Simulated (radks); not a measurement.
Initial-state core-level shifts of the erbium ion Er3+ when its valence configuration changes from [Xe] 4f11. All-electron calculation, Dirac Kohn-Sham, PBE, spin-unpolarised, spherical densities, finite nucleus; open shells are shared between the two j in proportion to 2j + 1; Fermi nuclear charge, rms radius 5.2516 fm. Program: a radial shooting solver on a logarithmic mesh with Libxc functionals. Shifts are changes of the shell-averaged eigenvalues in eV (positive: less bound); the change of the density at the nucleus, which sets a Mossbauer isomer shift, is in e/bohr^3, on a base of 8.728e+05.

| valence | 2s | 3s | 3p | 4p | density at nucleus |
|---|---|---|---|---|---|
| 4f9 6p2 | -27.650 | -29.724 | -29.675 | -27.776 | +117.46 |
| 4f8 6s1 6p2 | -42.151 | -45.507 | -45.426 | -41.969 | +286.78 |
| 4f10.5 6p0.5 | -6.391 | -6.842 | -6.832 | -6.498 | +25.73 |
| 4f10 6s1 | -11.901 | -12.855 | -12.834 | -12.072 | +131.54 |
| 4f10.5 5d0.5 | -4.149 | -4.647 | -4.636 | -4.299 | +20.90 |
| 4f10 5d1 | -8.529 | -9.573 | -9.551 | -8.799 | +43.37 |
| 4f8.5 5d2.5 | -22.907 | -25.862 | -25.796 | -23.301 | +119.37 |
| 4f8 6p3 | -43.320 | -46.675 | -46.594 | -43.133 | +189.33 |
| 4f9 5d1 6p1 | -22.715 | -24.900 | -24.851 | -22.994 | +103.97 |
